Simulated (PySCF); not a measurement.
**`O=C=C(CCl)[SiH2]C=O`: 4 charge schemes on one density**

C₄H₅ClO₂Si.
Atom-mapped SMILES: `[O:1]=[C:2]=[C:3]([CH2:4][Cl:5])[SiH2:6][CH:7]=[O:8]` (hydrogens: H9, H10 on C4; H11, H12 on Si6; H13 on C7)

Structure used (GFN2-xTB), in Å, numbered top down from 1:
```
atom  x, y, z in Å
O1    -2.332    0.724    2.239
C2    -1.679    0.351    1.354
C3    -0.842   -0.017    0.436
C4    -1.087   -1.106   -0.553
Cl5   -1.425   -0.407   -2.179
Si6    0.674    1.084    0.196
C7     2.132   -0.091   -0.264
O8     2.075   -1.293   -0.277
H9    -0.202   -1.728   -0.673
H10   -1.951   -1.714   -0.288
H11    1.021    1.763    1.442
H12    0.525    2.025   -0.916
H13    3.087    0.408   -0.533
```

Density: PBE0/pcSseg-1 (PySCF); schemes: Mulliken, IAO, Hirshfeld and ESP-fitted. One conformer (not necessarily the lowest) at the GFN2-xTB geometry, without solvent, vibrations or thermal averaging.

**Question.** At which atom do the 4 schemes differ most?

**Answer.** At C2: from +0.201 (Hirshfeld) to +0.724 e (ESP-fitted), 0.523 e apart.

**Question.** Do the Mulliken, IAO, Hirshfeld and ESP-fitted schemes agree on where the charge is highest?

**Answer.** The schemes don't all agree: Mulliken Si6 (+0.722); IAO Si6 (+0.736); Hirshfeld Si6 (+0.335); ESP-fitted C2 (+0.724).

**Question.** Which atoms carry the lowest charge in the Mulliken, IAO, Hirshfeld and ESP-fitted schemes?

**Answer.** The schemes don't all agree: Mulliken C3 (-0.677); IAO C3 (-0.488); Hirshfeld O8 (-0.185); ESP-fitted C3 (-0.568).

**Question.** Give the atomic charges in each scheme.

**Answer.** In e:

```json
{"atom": "O1", "environment": "oxygen bonded to C", "Mulliken": "-0.260", "IAO": "-0.282", "Hirshfeld": "-0.144", "ESP-fitted": "-0.368"}
{"atom": "C2", "environment": "central carbon of a ketene", "Mulliken": "+0.463", "IAO": "+0.454", "Hirshfeld": "+0.201", "ESP-fitted": "+0.724"}
{"atom": "C3", "environment": "outer carbon of cumulated double bonds", "Mulliken": "-0.677", "IAO": "-0.488", "Hirshfeld": "-0.162", "ESP-fitted": "-0.568"}
{"atom": "C4", "environment": "sp3 C–Cl carbon", "Mulliken": "-0.111", "IAO": "-0.219", "Hirshfeld": "-0.028", "ESP-fitted": "-0.299"}
{"atom": "Cl5", "environment": "alkyl chlorine", "Mulliken": "-0.166", "IAO": "-0.128", "Hirshfeld": "-0.082", "ESP-fitted": "-0.121"}
{"atom": "Si6", "environment": "SiH2 silicon", "Mulliken": "+0.722", "IAO": "+0.736", "Hirshfeld": "+0.335", "ESP-fitted": "+0.316"}
{"atom": "C7", "environment": "carbonyl carbon", "Mulliken": "-0.012", "IAO": "+0.016", "Hirshfeld": "+0.058", "ESP-fitted": "+0.349"}
{"atom": "O8", "environment": "carbonyl oxygen", "Mulliken": "-0.332", "IAO": "-0.351", "Hirshfeld": "-0.185", "ESP-fitted": "-0.386"}
{"atom": "H9", "environment": "methylene hydrogen", "Mulliken": "+0.203", "IAO": "+0.189", "Hirshfeld": "+0.042", "ESP-fitted": "+0.221"}
{"atom": "H10", "environment": "methylene hydrogen", "Mulliken": "+0.166", "IAO": "+0.173", "Hirshfeld": "+0.056", "ESP-fitted": "+0.227"}
{"atom": "H11", "environment": "Si–H hydrogen", "Mulliken": "-0.063", "IAO": "-0.100", "Hirshfeld": "-0.063", "ESP-fitted": "-0.060"}
{"atom": "H12", "environment": "Si–H hydrogen", "Mulliken": "-0.038", "IAO": "-0.103", "Hirshfeld": "-0.068", "ESP-fitted": "-0.042"}
{"atom": "H13", "environment": "formyl hydrogen", "Mulliken": "+0.104", "IAO": "+0.103", "Hirshfeld": "+0.040", "ESP-fitted": "+0.007"}
```

Mean size of the charges over all atoms: ESP-fitted 0.284 e, IAO 0.257 e, Mulliken 0.255 e, Hirshfeld 0.113 e. Each set sums to the total charge, 0, to within 0.001 e. The IAO scheme counts the electrons in orthogonalised intrinsic atomic orbitals, a minimal basis polarised so that it spans the occupied orbitals exactly.

**Question.** Sum the charges by element, for elements with more than one atom.

**Answer.** 
```
element  atoms  Mulliken     IAO  Hirshfeld  ESP-fitted
      O      2    -0.592  -0.634     -0.329      -0.754
      C      4    -0.337  -0.237     +0.069      +0.206
      H      5    +0.373  +0.263     +0.008      +0.354
```

**Question.** How many electrons does the ESP-fitted scheme count on C7?

**Answer.** Z − q = 6 − (+0.349) = 5.651.
